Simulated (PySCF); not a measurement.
C2H3O2, doublet (typed; the unrestricted solution is spin-contaminated), at a GFN2-xTB geometry; PySCF with PBE0/6-31G*.

PySCF was given this input:
```python
from pyscf import gto, scf, dft

mol = gto.M(
    atom='''
C    -0.24174372    0.21438932    0.00455158
O     0.23038029    1.31548410    0.01249130
O    -1.27974546   -0.38217417    0.00729602
C     1.02387385   -0.90543389   -0.01924901
H     1.94922038   -0.34541071   -0.02138327
H     0.88457216   -1.49737251    0.87617804
H     0.86834805   -1.47742881   -0.92490868
''',
    basis='6-31g*',
    spin=1,
    verbose=4,
    symmetry=True,
)

mf = dft.UKS(mol)
mf.xc = 'pbe0'
mf.irrep_nelec = {"A'": (14, 12), 'A"': (2, 3)}
mf.kernel()
mf.analyze()
```

Output, abridged:

```
PySCF version 2.14.0

[INPUT] verbose = 4
[INPUT] num. atoms = 7
[INPUT] num. electrons = 31
[INPUT] charge = 0
[INPUT] spin (= nelec alpha-beta = 2S) = 1
[INPUT] symmetry True subgroup None
[INPUT] Mole.unit = angstrom
[INPUT] Symbol           X                Y                Z      unit          X                Y                Z       unit  Magmom
[...]
nuclear repulsion = 113.219117302732
point group symmetry = Cs
symmetry origin: [ 6.09589053e-10 -6.09589082e-10  4.26712351e-09]
symmetry axis x: [-0.65879935 -0.75231488 -0.00239606]
symmetry axis y: [ 0.75226478 -0.65871066 -0.01407037]
symmetry axis z: [ 0.00900704 -0.01107202  0.99989814]
num. orbitals of irrep A' = 44
num. orbitals of irrep A" = 18
number of shells = 30
number of NR pGTOs = 120
number of NR cGTOs = 62
basis = 6-31g*
ecp = {}

******** <class 'pyscf.dft.uks_symm.SymAdaptedUKS'> ********
method = SymAdaptedUKS
initial guess = minao
damping factor = 0
level_shift factor = 0
DIIS = <class 'pyscf.scf.diis.CDIIS'>
diis_start_cycle = 1
diis_space = 8
diis_damp = 0
SCF conv_tol = 1e-09
SCF conv_tol_grad = None
SCF max_cycles = 50
direct_scf = True
direct_scf_tol = 1e-13
number electrons alpha = 16  beta = 15
irrep_nelec {"A'": (14, 12), 'A"': (2, 3)}
XC library pyscf.dft.libxc version 7.1.2
    S. Lehtola, C. Steigemann, M. J. T. Oliveira, and M. A. L. Marques,  SoftwareX 7, 1–5 (2018)
XC functionals = pbe0
    C. Adamo and V. Barone,  J. Chem. Phys. 110, 6158 (1999)
    M. Ernzerhof and G. E. Scuseria,  J. Chem. Phys. 110, 5029 (1999)
radial grids:
    Treutler-Ahlrichs [JCP 102, 346 (1995); DOI:10.1063/1.469408] (M4) radial grids

becke partition: Becke, JCP 88, 2547 (1988); DOI:10.1063/1.454033
pruning grids: <function nwchem_prune>
grids dens level: 3
symmetrized grids: True
atomic radii adjust function: <function treutler_atomic_radii_adjust>
small_rho_cutoff = 0
Freeze 31 electrons in irreps ["A'", 'A"']
    0 free electrons in irreps
Set gradient conv threshold to 3.16228e-05
tot grids = 85824
init E= -228.649076886305

cycle= 1 E= -227.635749342668  delta_E= 1.01  |g|= 0.431  |ddm|= 8.28

cycle= 2 E= -227.534667843513  delta_E= 0.101  |g|= 0.664  |ddm|=  5.5

cycle= 3 E= -227.731644843995  delta_E= -0.197  |g|= 0.0429  |ddm|= 3.81

cycle= 4 E= -227.731113571091  delta_E= 0.000531  |g|= 0.0746  |ddm|= 0.494

cycle= 5 E= -227.733577019528  delta_E= -0.00246  |g|= 0.0204  |ddm|= 0.334

cycle= 6 E= -227.734076205776  delta_E= -0.000499  |g|= 0.0117  |ddm|= 0.478

cycle= 7 E= -227.734492827776  delta_E= -0.000417  |g|= 0.00651  |ddm|= 0.481

cycle= 8 E= -227.735216561748  delta_E= -0.000724  |g|= 0.00948  |ddm|= 1.02

cycle= 9 E= -227.735349592705  delta_E= -0.000133  |g|= 0.0094  |ddm|= 0.174

cycle= 10 E= -227.735603498396  delta_E= -0.000254  |g|= 0.00962  |ddm|= 0.333

cycle= 11 E= -227.733119335703  delta_E= 0.00248  |g|= 0.0224  |ddm|= 3.32

cycle= 12 E= -227.734192241731  delta_E= -0.00107  |g|= 0.0132  |ddm|= 1.47

cycle= 13 E= -227.733193775343  delta_E= 0.000998  |g|= 0.0281  |ddm|= 1.04

cycle= 14 E= -227.733477679137  delta_E= -0.000284  |g|= 0.0214  |ddm|= 0.158

cycle= 15 E= -227.732689117362  delta_E= 0.000789  |g|= 0.0321  |ddm|= 0.862

cycle= 16 E= -227.732786232033  delta_E= -9.71e-05  |g|= 0.0306  |ddm|= 0.0934

cycle= 17 E= -227.732325877484  delta_E= 0.00046  |g|= 0.0377  |ddm|= 0.394

cycle= 18 E= -227.733043913995  delta_E= -0.000718  |g|= 0.0248  |ddm|= 0.531

cycle= 19 E= -227.731641446478  delta_E= 0.0014  |g|= 0.0357  |ddm|=  3.1

cycle= 20 E= -227.734079150261  delta_E= -0.00244  |g|= 0.00609  |ddm|= 4.29

cycle= 21 E= -227.73366405619  delta_E= 0.000415  |g|= 0.0083  |ddm|= 0.655

cycle= 22 E= -227.732629205171  delta_E= 0.00103  |g|= 0.00826  |ddm|= 2.29

cycle= 23 E= -227.732424122232  delta_E= 0.000205  |g|= 0.00487  |ddm|= 1.01

cycle= 24 E= -227.732373695579  delta_E= 5.04e-05  |g|= 0.00575  |ddm|= 0.455

cycle= 25 E= -227.732375134106  delta_E= -1.44e-06  |g|= 0.00235  |ddm|= 0.284

[...]
converged SCF energy = -227.732376820396  <S^2> = 1.791588  2S+1 = 2.8576829
Total Energy =                        -227.732376820396354
[...]
beta  MO #3 (A' #3), energy= -10.4803698713791 occ= 1
beta  MO #4 (A' #4), energy= -10.2386130678357 occ= 1
beta  MO #5 (A' #5), energy= -1.27539769146141 occ= 1
beta  MO #6 (A' #6), energy= -1.21295979907065 occ= 1
beta  MO #7 (A' #7), energy= -0.755286538687327 occ= 1
beta  MO #8 (A' #8), energy= -0.659974675673296 occ= 1
beta  MO #9 (A" #1), energy= -0.623965345358217 occ= 1
beta  MO #10 (A' #9), energy= -0.611532365895153 occ= 1
beta  MO #11 (A' #10), energy= -0.555983991288539 occ= 1
beta  MO #12 (A" #2), energy= -0.512895044103514 occ= 1
beta  MO #13 (A' #11), energy= -0.469277821494284 occ= 1
beta  MO #14 (A" #3), energy= -0.425780851219887 occ= 1
beta  MO #15 (A' #12), energy= -0.402203056143736 occ= 1
beta  MO #16 (A' #13), energy= -0.237717720142434 occ= 0
beta  MO #17 (A" #4), energy= -0.0500297097680739 occ= 0
beta  MO #18 (A' #14), energy= 0.13211559396126 occ= 0
beta  MO #19 (A' #15), energy= 0.151801906678755 occ= 0
beta  MO #20 (A' #16), energy= 0.186005546224867 occ= 0
beta  MO #21 (A" #5), energy= 0.197738547158895 occ= 0
beta  MO #22 (A' #17), energy= 0.199874234052648 occ= 0
beta  MO #23 (A' #18), energy= 0.351595299436757 occ= 0
beta  MO #24 (A" #6), energy= 0.472434039930229 occ= 0
beta  MO #25 (A' #19), energy= 0.490147488289865 occ= 0
beta  MO #26 (A" #7), energy= 0.596044073316867 occ= 0
beta  MO #27 (A' #20), energy= 0.597377215887227 occ= 0
beta  MO #28 (A' #21), energy= 0.600409426748003 occ= 0
beta  MO #29 (A' #22), energy= 0.635127114756626 occ= 0
beta  MO #30 (A' #23), energy= 0.702639265324649 occ= 0
beta  MO #31 (A' #24), energy= 0.793915685971463 occ= 0
beta  MO #32 (A" #8), energy= 0.818543717240864 occ= 0
beta  MO #33 (A' #25), energy= 0.833001268416241 occ= 0
beta  MO #34 (A' #26), energy= 0.914969922363208 occ= 0
beta  MO #35 (A" #9), energy= 0.927383224377515 occ= 0
beta  MO #36 (A' #27), energy= 0.953220121391841 occ= 0
beta  MO #37 (A" #10), energy= 0.968178673026508 occ= 0
beta  MO #38 (A' #28), energy= 0.970142040979877 occ= 0
beta  MO #39 (A' #29), energy= 1.03637524278194 occ= 0
beta  MO #40 (A' #30), energy= 1.15700309458013 occ= 0
beta  MO #41 (A" #11), energy= 1.30592637554117 occ= 0
beta  MO #42 (A" #12), energy= 1.32454176350198 occ= 0
beta  MO #43 (A' #31), energy= 1.5194751605278 occ= 0
beta  MO #44 (A' #32), energy= 1.5472014262154 occ= 0
beta  MO #45 (A' #33), energy= 1.62139735389249 occ= 0
beta  MO #46 (A" #13), energy= 1.65427410032182 occ= 0
beta  MO #47 (A' #34), energy= 1.67850998622758 occ= 0
beta  MO #48 (A" #14), energy= 1.68576525928323 occ= 0
beta  MO #49 (A' #35), energy= 1.73304501988533 occ= 0
beta  MO #50 (A' #36), energy= 1.82589699006331 occ= 0
beta  MO #51 (A' #37), energy= 1.93150938534439 occ= 0
beta  MO #52 (A" #15), energy= 1.93500711442089 occ= 0
beta  MO #53 (A' #38), energy= 2.06550343121755 occ= 0
beta  MO #54 (A" #16), energy= 2.21541804570517 occ= 0
beta  MO #55 (A' #39), energy= 2.25603827678779 occ= 0
beta  MO #56 (A" #17), energy= 2.26777797193625 occ= 0
beta  MO #57 (A' #40), energy= 2.37595495726875 occ= 0
beta  MO #58 (A" #18), energy= 2.72448748301243 occ= 0
beta  MO #59 (A' #41), energy= 2.81092045328572 occ= 0
beta  MO #60 (A' #42), energy= 2.82153951424435 occ= 0
beta  MO #61 (A' #43), energy= 2.83132746775008 occ= 0
beta  MO #62 (A' #44), energy= 3.06667770783358 occ= 0
 ** Mulliken pop alpha/beta on meta-lowdin orthogonal AOs **
 ** Mulliken pop       alpha | beta **
In total            16.00000 | 15.00000
 ** Mulliken atomic charges   ( Nelec_alpha | Nelec_beta ) **
charge of  0C =      0.44016  (     3.02073      2.53911 )
charge of  1O =     -0.05232  (     3.88503      4.16729 )
charge of  2O =     -0.03821  (     3.79977      4.23845 )
charge of  3C =     -0.32588  (     3.47512      2.85076 )
charge of  4H =      0.05655  (     0.52310      0.42035 )
charge of  5H =     -0.04015  (     0.64813      0.39203 )
charge of  6H =     -0.04015  (     0.64813      0.39203 )
Dipole moment(X, Y, Z, Debye): -1.59581,  2.27034,  0.03951
```
